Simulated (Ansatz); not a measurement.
The same molecule with X = Ti, Zr, Hf. Ansatz, PBE0-D4/def2-TZVP geometries, multiplicity 1. Each molecule was computed in one conformer, which needn't be the lowest.

Elements past krypton have def2 core potentials. Scalar relativity is left out up to krypton.

```tsv
X	molecule	mean X–C bond length / Å	mean X–O bond length / Å	HOMO–LUMO gap (B3LYP/def2-TZVPP) / eV	HOMO energy (PBE0/def2-TZVPP) / eV	LUMO energy (B3LYP/def2-TZVPP) / eV
Ti	`[CH3][Ti]12345678([OH])([C@H]9[C@@H]1[C@@H]2[C@@H]3[C@H]94)[C@H]1[C@@H]5[C@@H]6[C@@H]7[C@H]18`	2.378	1.860	4.96	-6.48	-1.32
Hf	`[CH3][Hf]12345678([OH])([C@H]9[C@@H]1[C@@H]2[C@@H]3[C@H]94)[C@H]1[C@@H]5[C@@H]6[C@@H]7[C@H]18`	2.515	1.974	5.90	-6.68	-0.56
```

(1) Give the row for X = Zr, `[CH3][Zr]12345678([OH])([C@H]9[C@@H]1[C@@H]2[C@@H]3[C@H]94)[C@H]1[C@@H]5[C@@H]6[C@@H]7[C@H]18`. (An estimate is asked.)

Answers

(1) The calculation gave: 
```csv
X,molecule,mean X–C bond length / Å,mean X–O bond length / Å,HOMO–LUMO gap (B3LYP/def2-TZVPP) / eV,HOMO energy (PBE0/def2-TZVPP) / eV,LUMO energy (B3LYP/def2-TZVPP) / eV
Zr,`[CH3][Zr]12345678([OH])([C@H]9[C@@H]1[C@@H]2[C@@H]3[C@H]94)[C@H]1[C@@H]5[C@@H]6[C@@H]7[C@H]18`,2.514,1.976,5.66,-6.67,-0.80
```

From Ti to Hf the mean X–C bond length rises at each step, by 0.137 Å in all; the mean X–O bond length isn't monotonic: highest at Zr, lowest at Ti; the HOMO–LUMO gap (B3LYP/def2-TZVPP) rises at each step, by 0.94 eV in all; the HOMO energy (PBE0/def2-TZVPP) falls at each step, by 0.20 eV in all; the LUMO energy (B3LYP/def2-TZVPP) rises at each step, by 0.76 eV in all.

B3LYP here is the variant with VWN-RPA as its local correlation; programs differ in this.

Positive LUMOs are unbound, so they and the gaps depend on the basis.
